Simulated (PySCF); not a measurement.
CH5AlS, SMILES C[S][AlH2]. Coordinates come from a PBE0-D3(BJ)/def2-TZVP optimisation.

Give the equilibrium geometry at PBE0-D3(BJ)/def2-TZVP (PySCF confirms it by a frequency run) as Cartesian coordinates in Å, and its point group. (The exact figures need the calculation; the answer reports its results.)

point group Cs.
```xyz
8

Al     0.2600    -1.4536     0.0000
H     -0.6584    -2.7392     0.0000
H      1.8447    -1.4690     0.0000
S     -0.7223     0.4785     0.0000
C      0.6848     1.6356     0.0000
H      0.6215     2.2631    -0.8880
H      0.6215     2.2631     0.8880
H      1.6384     1.1084     0.0000
```
